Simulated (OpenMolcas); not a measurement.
Ti2+ with its 6 nearest fluoride ions at 2.12 Å, on the Zn site of KZnF3 (a = 4.054 Å, distance in the model lattice 2.027 Å). The rest of the host is ab initio model potentials to 7.6 Å, with orthogonalisation functions on the cations behind the ligands, and point charges beyond; the distance is set by hand and nothing relaxes. Ligand basis ANO-RCC-VDZP.

```json
{
 "Program": "OpenMolcas 26.06",
 "Method": "SS-CASPT2, IPEA 0.25 Eh, imaginary shift 0.1 Eh (closed shells correlated: 3s 3p and the ligand valence shells)",
 "Basis": "ANO-RCC-VDZP [5s4p2d1f]",
 "Scalar Hamiltonian": "DKH2, point nucleus",
 "Active space": "2 electrons in 5 orbitals (3d)",
 "State averaging": "2S+1 = 3 even, 10 roots; 2S+1 = 1 even, 15 roots",
 "Spin-orbit coupling": "state interaction with AMFI integrals over the reference wave functions"
}
```

Q: What is the spin-free ground state (labels of O, the rotations of Oh)?

A: 3T1, 3-fold in its orbital part, 94 % from free-ion F terms; it has the highest spin that d2 allows.

Q: Where is the first state of the same spin?

A: 3T2 at 12800 cm-1 above the ground state.

Q: What are the lowest two levels with spin-orbit coupling?

A: A 2-fold level E, then a 3-fold level T2 2 cm-1 above it. Their leading multiplicities are 3 (100 %) and 3 (100 %).

Q: What is χT at 300 K, and how does it compare with the textbook value?

A: The lowest level has 2S+1 = 3, for which the spin-only value is χT = S(S+1) / 2 = 1.000 cm3 K/mol (g = 2). The computed 1.088 at 300 K differs by +0.088, through orbital momentum, spin-orbit coupling and any other state in reach. With a threefold ground state the orbital momentum is unquenched, so the spin-only value is not expected to hold.

Q: Which ligand-field parameters describe the states?

A: A least-squares ligand-field fit to the states below 45000 cm-1, each weighted by its degeneracy and with a free common offset, gives 10Dq = 14345 cm-1, B = 686 cm-1 and C = 2726 cm-1 (C/B = 3.98), with an rms deviation of 216 cm-1. The same method and metal basis give the free ion B = 805 cm-1 (fit to its terms below 60000 cm-1, rms deviation 737 cm-1), so the nephelauxetic ratio is β = 686 / 805 = 0.85; it hangs on how both fits weigh the states, and computed free-ion B values tend to be too large, so β mixes covalency with correlation.

Roots that are degenerate in the reference are averaged as groups; the widest CASPT2 spread within a group is 480 cm-1 (the 3-fold group of multiplicity 1 near 26800 cm-1 above the lowest state of its run). Shifts and gaps below about the spread of the groups concerned are not significant. Over all roots computed the reference weight is 0.74 to 0.75; a low but even weight reflects the number of correlated electrons. An orbital triplet at a regular site is open to Jahn-Teller coupling, which can distort the site and quench the lowest spin-orbit gaps and is left out. Ligand-to-metal charge-transfer states are missing. With no ligand orbital active B as a rule stays too high, so bands that hang on it stand too high and its fall with covalency is understated. With one d shell and no ligand orbital active, 10Dq can be off by tens of per cent for divalent 3d ions, low with halides held by bare charges and at times high in hosts. Free-ion shares, where given, are those of the reference states; single-state CASPT2 does not remix them. No measured value stands beside these numbers; the geometry was set by hand and not optimised.
